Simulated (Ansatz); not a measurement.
Ansatz results at the PBE0-D4/def2-TZVP geometry: LUMO energy (PBE/def2-TZVPP) -0.68 eV; HOMO energy (ωB97M-V/def2-TZVPP) -8.87 eV; HOMO–LUMO gap (PBE/def2-TZVPP) 4.95 eV.

Each molecule was computed in one conformer, which needn't be the lowest.

(1) Which molecule gave them?
A. `B[Si]1(O)CN1`
B. `C[SiH]1PS1`
C. `C[SiH]1NB1O`
D. `C/C([SiH3])=C\N`

## Answers

(1) C. The others give `C[SiH]1PS1`: -1.61, -8.94, 4.13; `B[Si]1(O)CN1`: -3.43, -8.71, 1.93; `C/C([SiH3])=C\N`: -0.36, -8.15, 4.56.
